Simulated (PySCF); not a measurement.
Nb(OH)3 (H₃NbO₃), SMILES [OH][Nb]([OH])[OH] (connectivity only; charge and spin as stated), neutral, multiplicity 3.

Geometry: PBE-D3(BJ)/def2-SVP. The multiplicity is an assumed one; other spin states were not compared. The def2 effective core potentials stand for the cores of Nb; spin–orbit coupling is left out. One conformer was computed; it need not be the lowest.

The numbers are results of PBE-D3(BJ)/def2-SVP (PySCF), not measurements.

Frequencies are harmonic and unscaled.

```csv
mode,ν (cm⁻¹),IR (km/mol),moving atoms (share of kinetic energy)
1,65,44.9,"H 42 %, O 32 %, Nb 26 %"
2,155,7.2,"O 58 %, H 27 %, Nb 14 %"
3,159,7.1,"O 77 %, H 12 %, Nb 10 %"
4,228,106.9,"H 89 %, O 11 %"
5,229,111.9,"H 65 %, O 32 %"
6,340,153.2,"H 62 %, O 32 %"
7,361,61.8,"H 87 %, O 13 %"
8,390,72.8,"H 85 %, O 15 %"
9,646,229.8,"H 50 %, O 45 %"
10,669,6.3,"O 46 %, H 43 %, Nb 11 %"
11,707,35.1,O 87 %
12,722,210.3,"O 68 %, Nb 25 %"
13,3619,32.0,H 94 %
14,3856,404.8,H 94 %
15,3860,118.6,H 94 %
```
